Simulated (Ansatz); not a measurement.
Two isomers of C2H9BOSi: A = `BOC(C)[SiH3]`, B = `BCC(O)[SiH3]`.

Gas-phase electronic energies from Ansatz, PBE0-D4/def2-TZVP geometries. CCSD(T)/CBS is the MP2 limit (def2-TZVPP, def2-QZVPP) plus CCSD(T) − MP2 in def2-TZVPP, frozen cores. Functionals use def2-TZVPP. B3LYP here is the variant with VWN-RPA as its local correlation; programs differ in this. Each species was taken in one conformer, which may not be the lowest.

Task: Which isomer does CCSD(T)/CBS put lower? Give the gap. (An estimate is asked.)

Result: The calculation gave: A, by 36.2 kcal/mol.

Task: Give E(B) − E(A) in kcal/mol with PBE-D4, CCSD/def2-TZVPP, CCSD(T)/def2-TZVPP, PBE0-D4, B3LYP, B3LYP-D4, HF/def2-TZVPP. (Estimate.)

Result: Ansatz gave: PBE-D4 35.9, CCSD/def2-TZVPP 36.4, CCSD(T)/def2-TZVPP 36.7, PBE0-D4 35.5, B3LYP 37.5, B3LYP-D4 37.5, HF/def2-TZVPP 37.0. None reverses the order clearly.

Largest T1 diagnostic: 0.013.
